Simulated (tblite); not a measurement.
Species: C₆H₆N₃ (doublet state).
SMILES with atom numbers: `[H]/[N:9]=[CH:8]\[c:7]1[c:2]([CH3:1])[n:3][c:4][cH:5][n:6]1` (hydrogens: H10, H11, H12 on C1; H13 on C5; H14 on C8; H15 on N9)

Cartesian coordinates in Å at the GFN2-xTB level; atoms count from 1:
```xyz
15
C6H6N3 angstrom
C     -1.2820   -1.6680   -0.2540
C     -0.0643   -0.9032    0.1323
N      0.9525   -1.5494    0.6852
C      2.0400   -0.9736    1.0529
C      2.2173    0.3993    0.8879
N      1.2349    1.0751    0.3407
C      0.1092    0.4849   -0.0419
C     -0.9213    1.3484   -0.6449
N     -0.8385    2.5874   -0.8307
H     -1.4663   -1.5827   -1.3241
H     -2.1560   -1.2921    0.2763
H     -1.1377   -2.7155   -0.0019
H      3.1038    0.9393    1.1778
H     -1.8387    0.8603   -0.9565
H      0.0427    2.9978   -0.5211
```

Method: GFN2-xTB as coded in tblite; computed harmonic values from a numerical Hessian at the method's own geometry, unscaled. This tight-binding method is rough: wavenumbers can miss measured ones by several per cent, in bad cases by 10 to 20. One conformer, not necessarily the lowest. Open shells enter through the occupations alone, without spin polarisation, and single modes of such species can be off by tens of per cent.

Harmonic wavenumbers (cm⁻¹): 70.3, 78.1, 134.1, 191.7, 230.9, 308.7, 389.2, 427.5, 464.1, 543.9, 587.1, 676.5, 775.1, 782.1, 812.9, 849.3, 977.1, 1010.6, 1079.4, 1106.2, 1134.0, 1167.6, 1220.1, 1273.6, 1341.7, 1370.4, 1383.5, 1406.7, 1429.0, 1461.7, 1468.0, 1594.3, 1700.8, 3011.1, 3019.4, 3028.8, 3054.2, 3094.9, 3315.3.

A = 2612, B = 1723, C = 1045 MHz; mass 120.056 u (most abundant isotopes); point group Cs, symmetry number 1; spin multiplicity 2.

Task: What is the zero-point energy?

Result: Half the sum of the wavenumbers: 23985 cm⁻¹ = 286.92 kJ/mol.

Task: Entropy at 400 K, 1 bar (ideal gas, RRHO, classical rotation)?

Result: Translation 174.68, rotation 123.39, vibration 125.81, spin (R ln 2) 5.76: S = 429.6 J/(mol K).

Task: And Cp and H(400 K) − H(0)?

Result: Cp = 167.59 J/(mol K), of which vibrations give 134.33 (their classical limit is 39 R = 324.3); H(400 K) − H(0) = 40.10 kJ/mol without the zero-point energy, 26.80 from vibrations.

Task: How do the functions run with temperature in this model?

Result: 
```csv
T (K),S (J/(mol K)),Cp (J/(mol K)),H − H(0) (kJ/mol),G − H(0) (kJ/mol),ln q(vib)
100,282.5,67.2,4.87,-23.38,1.12
200,339.3,100.2,13.24,-54.61,3.07
300,386.3,134.5,24.97,-90.93,5.06
500,470.2,196.2,58.34,-176.77,9.09
800,576.4,254.4,126.80,-334.32,14.95
1000,635.9,278.3,180.20,-455.68,18.60
```

q(vib) and H(0) count from the zero-point level.

Task: What must be added to the electronic energy to get the Gibbs energy at 400 K and 1 bar?

Result: ZPE + [H(400 K) − H(0)] − T·S = 286.92 + 40.10 − 171.86 = 155.16 kJ/mol.

Hindered rotation and anharmonicity are outside this model. Other conformers, if any are populated, would add a mixing term that is left out.

The run took 0.47 s wall on an Arm Neoverse V1 with one thread, no GPU, shared host. The figure is for the frequency step alone.
